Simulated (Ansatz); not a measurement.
Relaxation of ClF$_{2}$H$_{4}$OPTi (10 atoms, charge 0, multiplicity 1), to a largest force component of 0.03 eV/Å in at most 50 steps.

These are results of Ansatz 0.2.0, RKS PBE/def2-SVP, not measurements.

```xyz
10
Properties=species:S:1:pos:R:3
Ti 0.196 -0.136 0.056
Cl 0.626 -0.075 2.345
O 1.745 -0.059 -0.784
H 2.444 -0.704 -0.996
F -0.748 1.225 -0.501
F -0.527 -1.667 -0.378
P -3.185 0.304 1.287
H -2.842 -0.689 0.301
H -3.693 -0.705 2.184
H -1.889 0.243 1.889
```

Task: Where does it end, and by what steps?

Result: The forces met the threshold. The force dipped under the threshold on the way, but the program's further checks kept it going. After 10 steps the energy has fallen by 0.152 eV; H10 moved furthest, 0.51 Å.

| step | energy less start (eV) | largest force component (eV/Å) | accepted |
| --- | --- | --- | --- |
| 0 | 0.0000 | 1.181 | yes |
| 1 | -0.1310 | 0.249 | yes |
| 2 | -0.1427 | 0.101 | yes |
| 3 | -0.1406 | 0.287 | no |
| 4 | -0.1474 | 0.019 | yes |
| 5 | -0.1499 | 0.041 | yes |
| 6 | -0.1508 | 0.091 | yes |
| 7 | -0.1513 | 0.055 | yes |
| 8 | -0.1518 | 0.033 | yes |
| 9 | -0.1519 | 0.073 | yes |
| 10 | -0.1522 | 0.010 | yes |

```xyz
10
Properties=species:S:1:pos:R:3
Ti 0.420 -0.158 0.026
Cl 0.913 -0.130 2.179
O 1.904 -0.070 -0.929
H 2.616 -0.689 -1.171
F -0.590 1.208 -0.392
F -0.402 -1.660 -0.343
P -3.483 0.275 1.272
H -2.861 -0.762 0.486
H -4.072 -0.691 2.167
H -2.316 0.412 2.108
```

Whether the end is a true minimum wasn't checked by a vibrational analysis.

Time of the run: 14 s on 4 threads of Intel(R) Xeon(R) 6975P-C (Granite Rapids) (shared host), peak memory 0.23 GiB.
